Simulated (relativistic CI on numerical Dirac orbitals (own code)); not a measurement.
# Rh³⁵⁺: what numerical and physical settings do to a radial Dirac CI calculation

Reference input:

```
atom Rh  Z=45  charge=35  electrons=10
nucleus A=103  rms_radius_fm=4.4945
hamiltonian dirac-coulomb  breit=on  qed=on  c_scale=1
orbitals kli  potential=per-configuration
slater_scale 1
correlation none
mixing on
grid step=0.0125 r_max=3.4
scf mixing=0.4 start=green max_iterations=150 tolerance=2e-08 node_fill=0.05
configurations
  [He] 2s2 2p6
  [He] 2s2 2p5 3s
  [He] 2s2 2p5 3p
end
```

Computed lowest total energy -3755.09162 Ha, first excitation 22486194.0 cm⁻¹, 25 SCF steps. Runs with settings changed; * marks those that are bad on purpose (the QED terms keep the true α when c is scaled):

```tsv
Changed	Outcome	Lowest level	ΔE (Ha)	First excitation (cm⁻¹)	SCF steps	Message
iteration limit 20	converged	2p6 1S_0	0	22486194.0	25	
iteration limit 30, SCF mixing 0.7, Breit term off	converged	2p6 1S_0	-2.58	22517006.8	24	
iteration limit 20, node fill of the KLI weights 0.2, end of the grid at 2.38 bohr	converged	2p6 1S_0	-0.0016	22485828.8	24	
speed of light × 2, Breit term off	converged	2p6 1S_0	64.4	22783916.5	26	
node fill of the KLI weights 50 *	converged	2p6 1S_0	0.025	22498421.1	25	
SCF tolerance 0.3 *	converged	2p6 1S_0	-0.00172	22485313.0	9
```
